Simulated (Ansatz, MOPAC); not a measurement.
The molecule ZnH, multiplicity 2 (the spin of the measured ground state). No spin–orbit coupling. Zn is treated without relativity.

Seven points along R, fitted to fifth degree in 1/R; most abundant isotopes. Runs in def2 and cc sets follow the lowest solution found near the PBE0 minimum.

Programs: Ansatz (a quantum-chemistry and plane-wave program) with Gaussian orbitals; MOPAC for PM6 (differences of heats of formation). 

```json
[
 {"level": "PM6", "r_e (Å)": "1.669", "ω_e (cm⁻¹)": "2222", "ω_e x_e (cm⁻¹)": "33", "α_e (cm⁻¹)": "0.11", "D_e (eV)": "-", "dipole (D)": "-"},
 {"level": "SVWN5/def2-TZVPP", "r_e (Å)": "1.602", "ω_e (cm⁻¹)": "1521", "ω_e x_e (cm⁻¹)": "45", "α_e (cm⁻¹)": "0.29", "D_e (eV)": "1.25", "dipole (D)": "0.27"},
 {"level": "PBE/def2-TZVPP", "r_e (Å)": "1.621", "ω_e (cm⁻¹)": "1481", "ω_e x_e (cm⁻¹)": "46", "α_e (cm⁻¹)": "0.29", "D_e (eV)": "0.97", "dipole (D)": "0.37"},
 {"level": "r2SCAN/def2-TZVPP", "r_e (Å)": "1.598", "ω_e (cm⁻¹)": "1566", "ω_e x_e (cm⁻¹)": "47", "α_e (cm⁻¹)": "0.29", "D_e (eV)": "1.23", "dipole (D)": "0.46"},
 {"level": "B97M-V/def2-TZVPP", "r_e (Å)": "1.627", "ω_e (cm⁻¹)": "1467", "ω_e x_e (cm⁻¹)": "41", "α_e (cm⁻¹)": "0.28", "D_e (eV)": "1.02", "dipole (D)": "0.61"},
 {"level": "B3LYP/def2-TZVPP", "r_e (Å)": "1.624", "ω_e (cm⁻¹)": "1483", "ω_e x_e (cm⁻¹)": "48", "α_e (cm⁻¹)": "0.29", "D_e (eV)": "0.99", "dipole (D)": "0.51"},
 {"level": "PBE0/def2-TZVPP", "r_e (Å)": "1.611", "ω_e (cm⁻¹)": "1558", "ω_e x_e (cm⁻¹)": "43", "α_e (cm⁻¹)": "0.27", "D_e (eV)": "1.05", "dipole (D)": "0.49"},
 {"level": "BHLYP/def2-TZVPP", "r_e (Å)": "1.616", "ω_e (cm⁻¹)": "1557", "ω_e x_e (cm⁻¹)": "46", "α_e (cm⁻¹)": "0.27", "D_e (eV)": "1.04", "dipole (D)": "0.63"},
 {"level": "CAM-B3LYP/def2-TZVPP", "r_e (Å)": "1.605", "ω_e (cm⁻¹)": "1569", "ω_e x_e (cm⁻¹)": "46", "α_e (cm⁻¹)": "0.28", "D_e (eV)": "1.07", "dipole (D)": "0.52"},
 {"level": "wB97X-V/def2-TZVPP", "r_e (Å)": "1.599", "ω_e (cm⁻¹)": "1630", "ω_e x_e (cm⁻¹)": "40", "α_e (cm⁻¹)": "0.25", "D_e (eV)": "1.10", "dipole (D)": "0.57"},
 {"level": "wB97M-V/def2-TZVPP", "r_e (Å)": "1.599", "ω_e (cm⁻¹)": "1608", "ω_e x_e (cm⁻¹)": "43", "α_e (cm⁻¹)": "0.26", "D_e (eV)": "1.04", "dipole (D)": "0.51"},
 {"level": "B2PLYP/def2-TZVPP", "r_e (Å)": "1.600", "ω_e (cm⁻¹)": "1570", "ω_e x_e (cm⁻¹)": "48", "α_e (cm⁻¹)": "0.29", "D_e (eV)": "-", "dipole (D)": "-"},
 {"level": "CCSD/def2-TZVPP", "r_e (Å)": "1.591", "ω_e (cm⁻¹)": "1607", "ω_e x_e (cm⁻¹)": "45", "α_e (cm⁻¹)": "0.28", "D_e (eV)": "1.03", "dipole (D)": "-"},
 {"level": "CCSD/def2-QZVPP", "r_e (Å)": "1.582", "ω_e (cm⁻¹)": "1663", "ω_e x_e (cm⁻¹)": "53", "α_e (cm⁻¹)": "0.30", "D_e (eV)": "1.08", "dipole (D)": "-"},
 {"level": "CCSD(T)/def2-TZVPP", "r_e (Å)": "1.588", "ω_e (cm⁻¹)": "1601", "ω_e x_e (cm⁻¹)": "47", "α_e (cm⁻¹)": "0.29", "D_e (eV)": "1.01", "dipole (D)": "-"},
 {"level": "CCSD(T)/def2-QZVPP", "r_e (Å)": "1.580", "ω_e (cm⁻¹)": "1654", "ω_e x_e (cm⁻¹)": "56", "α_e (cm⁻¹)": "0.31", "D_e (eV)": "1.05", "dipole (D)": "-"},
 {"level": "CCSD(T)/CBS(def2-TZVPP, def2-QZVPP)", "r_e (Å)": "1.574", "ω_e (cm⁻¹)": "1684", "ω_e x_e (cm⁻¹)": "63", "α_e (cm⁻¹)": "0.34", "D_e (eV)": "-", "dipole (D)": "-"}
]
```

D_e counts from each atom's lowest state at the same level, without counterpoise or zero-point energy.

Correlated levels freeze the inner cores; with def2 sets outer-core shells near the valence are correlated too. CBS: X⁻³ extrapolation of the correlation energy, Hartree–Fock from the larger set. The state that PM6 reach isn't checked.

Measured for the ground state: r_e 1.5949 Å, ω_e 1607.6 cm-1, ω_e x_e 55.14 cm-1, B_e 6.6794 cm-1, α_e 0.25 cm-1 [Huber and Herzberg (1979), NIST Chemistry WebBook]. D_0 0.851 ± 0.021 eV (a handbook's tabulated 298 K bond energy less 3RT/2; such tables hold older values) [Luo, bond dissociation energies, CRC Handbook].
